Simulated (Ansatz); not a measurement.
Input file for C₂H₆ClIn, SMILES `C[CH2][InH][Cl]`:

```yaml
crystal:
  periodic: [false, false, false]
  atoms:
    - {symbol: C, position_ang: [-1.293291, 0.195156, 0.253025]}
    - {symbol: C, position_ang: [0.081639, -0.141550, 0.808331]}
    - {symbol: In, position_ang: [1.632154, -0.187944, -0.677468]}
    - {symbol: Cl, position_ang: [0.748419, 0.293399, -2.814020]}
    - {symbol: H, position_ang: [-2.045252, 0.204118, 1.048410]}
    - {symbol: H, position_ang: [-1.309212, 1.175163, -0.227954]}
    - {symbol: H, position_ang: [-1.616124, -0.526929, -0.499515]}
    - {symbol: H, position_ang: [0.396202, 0.580066, 1.568255]}
    - {symbol: H, position_ang: [0.088300, -1.119357, 1.299138]}
    - {symbol: H, position_ang: [3.317155, -0.472121, -0.758202]}
basis:
  gaussian: {orbitals: def2-SVP}
correlation: {method: ccsd_t}
```

```sh
$ ansatz run in.yaml --threads 4 --pin off --events-out ev --progress --plain --max-ram 10444MiB
```

Output of Ansatz, abridged:

```
Functional definition: HF
1100 factors; integrals over basis functions are off by at most 1.6e-3 eV
mean field evaluation 1: about -19801.0994 eV, gradient 2.8e1 eV
mean field evaluation 2: about -19801.1132 eV, gradient 2.8e1 eV
mean field evaluation 4: about -19803.5913 eV, gradient 2.7e0 eV
mean field evaluation 8: about -19803.6215 eV, gradient 1.1e-4 eV
mean field -19803.62154570 eV, -727.7696684278 hartree, gradient 2.1e-6 eV, S^2 0.000000; 0 other end points of the search recorded, 0 dependent functions left out
11 core orbitals not correlated: weight in the atoms' cores, before any rotation towards them, 1.000 or more for the frozen orbitals, at most 0.000 for the correlated occupied ones
reference -19803.62154570 eV, -727.7696684278 hartree; 17, 17 occupied and 74, 74 virtual orbitals, 1100 factors
second order -13.90428143 eV of doubles, -0.00000000 eV of singles
cycle   1  -14.86237756 eV  change   -9.6e-1 eV  update   8.3e-2
cycle   2  -15.26353125 eV  change   -4.0e-1 eV  update   2.6e-2
cycle   3  -15.32582076 eV  change   -6.2e-2 eV  update   1.1e-2
cycle   4  -15.32426510 eV  change    1.6e-3 eV  update   3.2e-3
cycle   5  -15.32332126 eV  change    9.4e-4 eV  update   1.2e-3
cycle   6  -15.32313977 eV  change    1.8e-4 eV  update   3.9e-4
cycle   7  -15.32308584 eV  change    5.4e-5 eV  update   1.3e-4
cycle   8  -15.32310025 eV  change   -1.4e-5 eV  update   4.7e-5
cycle   9  -15.32309748 eV  change    2.8e-6 eV  update   1.4e-5
perturbative correction -0.42290150 eV, -0.0155413434 hartree
Total energy: -19819.36754468 eV, -728.3483232172 hartree
```

It took 2.9 s on 4 threads of an Intel Xeon 6975P-C on a shared host, with 0.51 GiB of host memory at the peak.

The correlation energy is -15.746 eV, 2.7 % of it from (T); the T1 diagnostic reads 0.0095.
